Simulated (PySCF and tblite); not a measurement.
Values are calculated unless marked as measured or tabulated.
5 regioisomers of C4H2N2SSe:

| isomer | SMILES |
| --- | --- |
| A | [N:1]#[C:2][c:3]1[n:4][s:5][cH:6][c:7]1[SeH:8] |
| B | [N:1]#[C:2][c:3]1[cH:4][c:5]([SeH:6])[n:7][s:8]1 |
| C | [N:1]#[C:2][c:3]1[cH:4][s:5][n:6][c:7]1[SeH:8] |
| D | [N:1]#[C:2][c:3]1[s:4][n:5][cH:6][c:7]1[SeH:8] |
| E | [N:1]#[C:2][c:3]1[cH:4][n:5][s:6][c:7]1[SeH:8] |

Each isomer is a Boltzmann average at 298.15 K over at most 3 conformers: GFN2-xTB geometries, energies B3LYP/def2-SVP (IEF-PCM, benzene) (D3(BJ) added where defined), GIAO shieldings wB97X-D/pcSseg-1 (IEF-PCM, benzene), GFN2-xTB thermal terms. Programs: PySCF with density fitting and tblite.

What shifts does each isomer give (ppm)?


A: ¹H (against TMS): 8.54 (H6, 1H). ¹³C (against TMS): 157.7 (C6), 145.6 (C3), 142.9 (C7), 120.7 (C2).

B: ¹H (against TMS): 7.69 (H4, 1H). ¹³C (against TMS): 170.8 (C5), 149.5 (C3), 141.1 (C4), 117.7 (C2).

C: ¹H (against TMS): 9.29 (H4, 1H). ¹³C (against TMS): 176.1 (C4), 175.4 (C7), 121.2 (C2), 114.7 (C3).

D: ¹H (against TMS): 8.50 (H6, 1H). ¹³C (against TMS): 161.7 (C6), 150.4 (C7), 139.3 (C3), 118.5 (C2).

E: ¹H (against TMS): 8.55 (H4, 1H). ¹³C (against TMS): 195.3 (C7), 165.1 (C4), 120.9 (C2), 114.1 (C3). H not on carbon is left out.

Spin–orbit effects of the heavy atoms on shieldings are missing. Shifts are unscaled: against experiment ¹³C can be off by 15 ppm or more and ¹H by 0.8 ppm. The minima are those of GFN2-xTB; planar forms about aryl–S or allylic bonds may be saddles in DFT. The search found a single conformer for at least one isomer; other rotamers may be missing.
